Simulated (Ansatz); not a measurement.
C3H8Si⁺, that is SiH2Me(vinyl) with one electron fewer. Charge 1, multiplicity 2. Geometry r2SCAN-D4/def2-SVP; atoms count from 1.

```xyz
12

Si   -0.951    0.422   -0.284
H    -1.691   -0.664   -0.969
H    -1.795    1.499    0.282
C     0.502    1.088   -1.326
H    -0.050    1.525   -2.184
H     1.174    0.298   -1.685
H     1.058    1.873   -0.795
C     0.088   -0.323    1.144
C     0.355   -1.655    1.259
H     0.435    0.393    1.909
H     0.389   -2.339    0.397
H     0.486   -2.118    2.252
```

Q: Estimate the Mulliken populations from the PBE0/def2-TZVP orbitals of Ansatz.

A: 
```
atom  charge (e)  spin (α − β)
 Si1        0.23          0.02
  H2        0.07          0.00
  H3        0.08          0.00
  C4       -0.45          0.17
  H5        0.21          0.03
  H6        0.19          0.00
  H7        0.19          0.00
  C8       -0.11          0.37
  C9       -0.10          0.38
 H10        0.23          0.02
 H11        0.23          0.01
 H12        0.23          0.02
```
Mulliken values depend strongly on the basis.

Q: Where does the spin sit?

A: Summed by element: Si 0.02, H 0.05, C 0.92, of 1 unpaired in all. Largest on single atoms: C9 0.38, C8 0.37, C4 0.17.

Q: And the Mayer bond orders between heavy atoms (over 0.3)?

A: Si1–C4 0.92 (1.91 Å); Si1–C8 0.86 (1.92 Å); C8–C9 1.65 (1.36 Å).
